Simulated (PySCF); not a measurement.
C₃H₃ (SMILES C1=C[CH-]1), charge -1, singlet, at a GFN2-xTB geometry (in this run its highest filled SCF level lies above zero, so its values depend strongly on the basis, on diffuse functions most of all); MP2/STO-3G (PySCF).

PySCF was given this input:
```python
from pyscf import gto, scf, mp

mol = gto.M(
    atom='''
C     0.127599    0.002351    0.979809
C     0.049146   -0.650135   -0.428757
C     0.030200    0.650860   -0.429411
H    -1.005144   -0.013916    1.436906
H    -0.096327   -1.508647   -1.082620
H    -0.140201    1.504114   -1.084134
''',
    basis='sto-3g',
    charge=-1,
    spin=0,
    verbose=4,
)

mf = scf.RHF(mol)
mf.kernel()

pt = mp.MP2(mf, frozen=3)
pt.kernel()
print('E(MP2) = %.10f' % pt.e_tot)
```

What the program printed (banner, timings and long lists left out):

```
PySCF version 2.14.0

[INPUT] verbose = 4
[INPUT] num. atoms = 6
[INPUT] num. electrons = 22
[INPUT] charge = -1
[INPUT] spin (= nelec alpha-beta = 2S) = 0
[INPUT] symmetry False subgroup None
[INPUT] Mole.unit = angstrom
[INPUT] Symbol           X                Y                Z      unit          X                Y                Z       unit  Magmom
[INPUT]  1 C      0.127599000000   0.002351000000   0.979809000000 AA    0.241127163768   0.004442746119   1.851570664384 Bohr   0.0
[INPUT]  2 C      0.049146000000  -0.650135000000  -0.428757000000 AA    0.092872480118  -1.228577093994  -0.810233303990 Bohr   0.0
[INPUT]  3 C      0.030200000000   0.650860000000  -0.429411000000 AA    0.057069728962   1.229947145434  -0.811469184876 Bohr   0.0
[INPUT]  4 H     -1.005144000000  -0.013916000000   1.436906000000 AA   -1.899446875750  -0.026297428749   2.715358806744 Bohr   0.0
[INPUT]  5 H     -0.096327000000  -1.508647000000  -1.082620000000 AA   -0.182031648401  -2.850929648647  -2.045855296977 Bohr   0.0
[INPUT]  6 H     -0.140201000000   1.504114000000  -1.084134000000 AA   -0.264941492390   2.842363520124  -2.048716342329 Bohr   0.0

nuclear repulsion = 56.2305013282327
number of shells = 12
number of NR pGTOs = 54
number of NR cGTOs = 18
basis = sto-3g
ecp = {}

******** <class 'pyscf.scf.hf.RHF'> ********
method = RHF
initial guess = minao
damping factor = 0
level_shift factor = 0
DIIS = <class 'pyscf.scf.diis.CDIIS'>
diis_start_cycle = 1
diis_space = 8
diis_damp = 0
SCF conv_tol = 1e-09
SCF conv_tol_grad = None
SCF max_cycles = 50
direct_scf = True
direct_scf_tol = 1e-13
Set gradient conv threshold to 3.16228e-05
Initial guess from minao.
init E= -114.214845089245
  HOMO = -0.0337011187971843  LUMO = 0.20373911457479  gap/eV = 6.46108
cycle= 1 E= -113.46942791868  delta_E= 0.745  |g|= 0.377  |ddm|= 3.35
  HOMO = 0.2289554695982  LUMO = 0.63007257819496  gap/eV = 10.91495
cycle= 2 E= -113.525312288345  delta_E= -0.0559  |g|= 0.0874  |ddm|= 0.64
  HOMO = 0.14109979179622  LUMO = 0.633608698937446  gap/eV = 13.40185
cycle= 3 E= -113.528658375474  delta_E= -0.00335  |g|= 0.0245  |ddm|= 0.179
  HOMO = 0.141715811003125  LUMO = 0.624456082739677  gap/eV = 13.13603
cycle= 4 E= -113.529065179974  delta_E= -0.000407  |g|= 0.00614  |ddm|= 0.0717
  HOMO = 0.142368695650667  LUMO = 0.627700193664474  gap/eV = 13.20654
cycle= 5 E= -113.52910092419  delta_E= -3.57e-05  |g|= 0.00164  |ddm|= 0.0271
  HOMO = 0.142140814734021  LUMO = 0.627385884665648  gap/eV = 13.20419
cycle= 6 E= -113.529103630749  delta_E= -2.71e-06  |g|= 0.000165  |ddm|= 0.00893
  HOMO = 0.142114476210675  LUMO = 0.627375174072771  gap/eV = 13.20462
cycle= 7 E= -113.529103653439  delta_E= -2.27e-08  |g|= 2.74e-05  |ddm|= 0.000688
  HOMO = 0.142114164141596  LUMO = 0.627376091526307  gap/eV = 13.20465
cycle= 8 E= -113.529103654055  delta_E= -6.16e-10  |g|= 4.83e-06  |ddm|= 0.000108
  HOMO = 0.14211369126104  LUMO = 0.627375766247983  gap/eV = 13.20465
Extra cycle  E= -113.529103654076  delta_E= -2.08e-11  |g|= 2.26e-06  |ddm|= 1.16e-05
converged SCF energy = -113.529103654076

******** <class 'pyscf.mp.mp2.RMP2'> ********
nocc = 8, nmo = 15
frozen orbitals 3
E(RMP2) = -113.704585298915  E_corr = -0.175481644839838
E(SCS-RMP2) = -113.714427346633  E_corr = -0.185323692557534
E_corr(same-spin) = -0.0291395552887746
E_corr(oppo-spin) = -0.146342089551063
E(MP2) = -113.7045852989
```
